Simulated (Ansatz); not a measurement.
`[CH3][SnH2][AlH2]` + `N[SiH2]F` → `F[SiH2][NH][AlH2]` + `[CH3][SnH3]` at 600 K and 1 bar (cleavage of the Al–Sn bond).

Isolated molecules relaxed with PBE0-D4/def2-TZVP in Ansatz; ΔE leaves out vibrations. CCSD(T)/CBS adds triple-zeta CCSD(T) − MP2 to the extrapolated MP2 energy (def2 sets, frozen cores). Elements past krypton have def2 core potentials. For Sn outer-core shells are correlated without core-valence functions, which leaves a few kJ/mol of doubt a bond. One conformer a species, not always the lowest.

```json
{"species": "`[CH3][SnH2][AlH2]`", "CCSD(T)/CBS energy (Eh)": "-498.27916", "H − E (kJ/mol)": "227.8", "S (J/(mol·K))": "461.1"}
{"species": "`N[SiH2]F`", "CCSD(T)/CBS energy (Eh)": "-446.07709", "H − E (kJ/mol)": "163.0", "S (J/(mol·K))": "343.3"}
{"species": "`F[SiH2][NH][AlH2]`", "CCSD(T)/CBS energy (Eh)": "-688.71689", "H − E (kJ/mol)": "189.9", "S (J/(mol·K))": "420.8"}
{"species": "`[CH3][SnH3]`", "CCSD(T)/CBS energy (Eh)": "-255.66383", "H − E (kJ/mol)": "191.1", "S (J/(mol·K))": "350.4"}
```

H − E and S are ideal-gas, rigid-rotor, harmonic terms from PBE0-D4/def2-TZVP, for one conformer and one mirror image of each species. 1 Eh = 2625.50 kJ/mol, R = 8.31446 J/(mol·K).

Question: By hand: ΔE, ΔH, ΔS and ΔG.

Answer: ΔE = (-688.71689) + (-255.66383) − (-498.27916) − (-446.07709) = -0.02447 Eh = -64.2 kJ/mol. Δ(H − E) = 189.9 + 191.1 − 227.8 − 163.0 = -9.8, so ΔH = -74.0 kJ/mol. ΔS = 420.8 + 350.4 − 461.1 − 343.3 = -33.2 J/(mol·K). ΔG = -74.0 − 600 × (-33.2)/1000 = -54.1 kJ/mol.

Question: By hand: the equilibrium constant, and the temperature at which ΔG would vanish if ΔH and ΔS stayed fixed.

Answer: log₁₀ K = −ΔG/(RT ln 10) = 4.7. ΔG = 0 at ΔH/ΔS = 2229 K.

ΔH outweighs TΔS. A doubt of 5 kJ/mol in ΔE shifts log₁₀ K by 0.4 here. Other conformers and mirror images would add mixing entropy, several J/(mol·K) or more a flexible species. Modes under 60 cm⁻¹, often nearly free rotors, make the harmonic entropy too high. These are equilibria of isolated gas molecules and say nothing of rates. Largest T1 diagnostic: 0.012 (customary marks: 0.02 for closed shells, 0.045 for open ones).
